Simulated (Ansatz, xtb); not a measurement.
## C2H9ClSi2: which of two isomers lies lower

Structure X: `C[Si@H](Cl)C[SiH3]`, a singlet. Structure Y: `C[SiH2]C[SiH2]Cl`, a singlet. Both are isolated molecules in the gas phase, relaxed with B3LYP-D3(BJ)/def2-SVP; the shapes shown needn't be the lowest conformers.

X (Å):

```xyz
14

C     0.7249    0.9851    0.7289
C    -0.1231   -1.2215   -1.2851
Cl   -2.2412   -0.2447    0.9417
Si   -0.6609    0.2957   -0.3237
Si    1.3233   -0.9731   -2.4749
H     1.1149    0.2118    1.4098
H     0.3722    1.8323    1.3368
H     1.5558    1.3357    0.0946
H    -1.1891    1.3299   -1.2550
H    -0.9897   -1.5950   -1.8578
H     0.1455   -2.0136   -0.5642
H     1.0259    0.1365   -3.4280
H     1.5854   -2.2168   -3.2560
H     2.5595   -0.6178   -1.7177
```

Y (Å):

```xyz
14

C     0.3047   -1.8428    1.2558
C     0.8589   -0.2553   -1.3786
Cl   -1.8791    0.8789   -0.0397
Si    1.5673   -0.8460    0.2813
Si   -0.2752    1.2294   -1.3388
H     0.7315   -2.1883    2.2108
H    -0.0144   -2.7297    0.6845
H    -0.5865   -1.2338    1.4677
H     2.0088    0.3483    1.0643
H     2.7765   -1.6813    0.0073
H     1.7029    0.0176   -2.0393
H     0.3368   -1.0975   -1.8652
H    -0.8575    1.5164   -2.6781
H     0.4454    2.4315   -0.8409
```

Task: Estimate E(Y) − E(X) at the level CCSD(T)/def2-SVP + ΔMP2/def2-TZVPP.

Result: Too close to call at this level: CCSD(T)/def2-SVP + ΔMP2/def2-TZVPP gives E(Y) − E(X) = +7.70 kJ/mol.

How the difference moves with the method:

```json
{"level": "GFN2-xTB", "geometry": "GFN2-xTB", "E(Y) − E(X) (kJ/mol)": "−5.53", "departure from the last row (kJ/mol)": "−13.23", "job, with rough time for the two": "optimisation, 0.21 s"}
{"level": "HF/STO-3G", "geometry": "GFN2-xTB", "E(Y) − E(X) (kJ/mol)": "+10.05", "departure from the last row (kJ/mol)": "+2.35", "job, with rough time for the two": "single point, 0.52 s"}
{"level": "r2SCAN-D4/def2-SVP", "geometry": "GFN2-xTB", "E(Y) − E(X) (kJ/mol)": "+7.91", "departure from the last row (kJ/mol)": "+0.21", "job, with rough time for the two": "single point, 5.8 s"}
{"level": "B3LYP-D3(BJ)/def2-SVP", "geometry": "B3LYP-D3(BJ)/def2-SVP", "E(Y) − E(X) (kJ/mol)": "+5.46", "departure from the last row (kJ/mol)": "−2.24", "job, with rough time for the two": "optimisation, 2 min"}
{"level": "HF/def2-SVP", "geometry": "B3LYP-D3(BJ)/def2-SVP", "E(Y) − E(X) (kJ/mol)": "+6.25", "departure from the last row (kJ/mol)": "−1.45", "job, with rough time for the two": "part of the CCSD(T) run"}
{"level": "MP2/def2-SVP", "geometry": "B3LYP-D3(BJ)/def2-SVP", "E(Y) − E(X) (kJ/mol)": "+6.24", "departure from the last row (kJ/mol)": "−1.47", "job, with rough time for the two": "part of the CCSD(T) run"}
{"level": "CCSD(T)/def2-SVP", "geometry": "B3LYP-D3(BJ)/def2-SVP", "E(Y) − E(X) (kJ/mol)": "+5.82", "departure from the last row (kJ/mol)": "−1.88", "job, with rough time for the two": "single point"}
{"level": "CCSD(T)/def2-SVP + ΔMP2/def2-TZVPP", "geometry": "B3LYP-D3(BJ)/def2-SVP", "E(Y) − E(X) (kJ/mol)": "+7.70", "departure from the last row (kJ/mol)": "", "job, with rough time for the two": "single point, 58 s"}
```

As drawn, both hold the same kinds of bond in the same numbers.

GFN2-xTB puts the two in the other order. The largest departure from CCSD(T)/def2-SVP + ΔMP2/def2-TZVPP is that of GFN2-xTB, 13.23 kJ/mol. The last row adds to CCSD(T) the change of the MP2 difference between the two basis sets, here +1.88 kJ/mol.

With harmonic frequencies from B3LYP-D3(BJ)/def2-SVP (ideal gas, rigid rotor, one conformer each, 298.15 K, 1 atm): on the last row, ΔE + ΔZPE = +8.94 kJ/mol. A mode under 50 cm⁻¹ makes harmonic enthalpies and free energies unreliable, so none is given.

The correlated steps freeze 17 core orbitals. Run with Ansatz 0.2.0, xtb 6.7.1; the last row on 2 threads of Arm Neoverse V1 on a shared host.
